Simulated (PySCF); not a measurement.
The free ion Ti2+ in its d2 configuration.

Method (PySCF 2.14, density fitting): CASSCF(2,5) with orbitals averaged over all microstates of the shell, strongly contracted NEVPT2 on the averaged canonical orbitals; basis x2c-TZVPall; spin-free X2C; gas phase; spin-orbit coupling by state interaction with the mean-field operator over all roots.

CASSCF energies above the lowest CASSCF root:

| state | CASSCF / cm⁻¹ |
| --- | --- |
| 3F | 0 |
| 1D | 11017 |
| 3P | 13320 |
| 1G | 17233 |
| 1S | 42555 |

Problem. How does dynamic correlation (SC-NEVPT2) move these states?

Solution. 
```tsv
state	NEVPT2 / cm⁻¹	shift / cm⁻¹
3F	0	0
1D	9026	-1991
3P	11108	-2212
1G	15476	-1757
1S	35485	-7070
```

In the ligand-field fit B goes from 888 to 742 cm⁻¹, C goes from 3288 to 2911 cm⁻¹.
